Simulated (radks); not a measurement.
Numerical settings for the thallium ion Tl+, [Hg]. All-electron calculation, Dirac Kohn-Sham, BLYP, spin-unpolarised, spherical densities, finite nucleus; Fermi nuclear charge, rms radius 5.4759 fm. Program: a radial shooting solver on a logarithmic mesh with Libxc functionals. The defaults (mesh step 0.008 in ln r, mesh end at 40 bohr or more with all orbitals vanishing there, Anderson mixing 0.5 over 9 steps, residual threshold near 1e-9 with the energy settled to 1e-9 hartree or 1e-11 of itself, here a cap of 82 iterations) give E = -20284.411 hartree and 6s1/2 at -16.293 eV in 15 iterations. Run on one thread of a shared host, so times are rough (Intel(R) Xeon(R) Platinum 8488C): 0.17 s of CPU time, 0.17 s wall, 15 iterations on 2360 mesh points. One setting is changed at a time: mesh step in ln r 0.012; mesh step in ln r 0.12; mesh step in ln r 0.05; mesh end (bohr) 12; mesh end (bohr) 1; residual threshold 1e-16; residual threshold 0.01; mixing 0.05; linear mixing, mixing 0.2; linear mixing, mixing 1; mixing history 2; iteration cap 8. Which runs fail to converge, and which converge to a wrong energy?

Answer. Not converged within the cap: mesh step in ln r 0.12; mesh end (bohr) 1; residual threshold 1e-16; linear mixing, mixing 0.2; linear mixing, mixing 1; iteration cap 8. No run marked as converged misses the energy by more than 1 mhartree.
